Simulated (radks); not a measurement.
Problem. Au6+, 73 electrons, occupied as [Xe] 4f14 5d5. All-electron calculation, scalar-relativistic Kohn-Sham, r2SCAN, spin-polarised, spherical densities, finite nucleus; open shells are filled with parallel spins first (spin-orbit coupling, left out, can overturn this in heavy ions); meta-GGA in the generalised Kohn-Sham scheme; Fermi nuclear charge, rms radius 5.4371 fm. Program: a radial shooting solver on a logarithmic mesh with Libxc functionals. Some entries of the table are withheld. Estimate them.

orbital,occ.,eigenvalue (hartree),<r> (bohr),<1/r> (bohr^-1)
1s down,1,-2974.246,0.01687,95.71
1s up,1,-2974.245,0.01687,95.71
2s up,1,-528.5667,0.07112,22.46
2s down,1,-528.5385,0.07112,22.46
2p up,3,-457.3809,0.06425,19.97
2p down,3,-457.3587,0.06425,19.97
3s up,1,-127.6688,0.1837,8.338
3s down,1,-127.6650,0.1837,8.338
3p up,3,-106.9299,0.1850,7.601
3p down,3,-106.9237,0.1850,7.601
3d up,5,-84.71825,0.1677,7.144
3d down,5,-84.70121,0.1677,7.144
4s up,1,-30.52021,0.4069,3.565
4s down,1,-30.49795,0.4070,3.563
4p up,3,-23.68727,0.4331,3.223
4p down,3,-23.66822,0.4332,3.221
4d up,5,-15.43880,0.4581,2.887
4d down,5,-15.41561,0.4579,2.887
5s up,1,-7.32992,0.9200,(1)
5s down,1,-7.17614,0.9114,(2)
4f up,7,-6.29733,0.4976,2.464
4f down,7,-6.26286,0.4947,2.472
5p up,3,-5.47744,1.040,1.269
5p down,3,-5.28355,1.029,1.288
5d up,5,-3.26740,1.291,0.9992
5d down,0,-3.02693,1.283,1.012

Solution. 
(1) 5s up <1/r> (bohr^-1): 1.466
(2) 5s down <1/r> (bohr^-1): 1.485
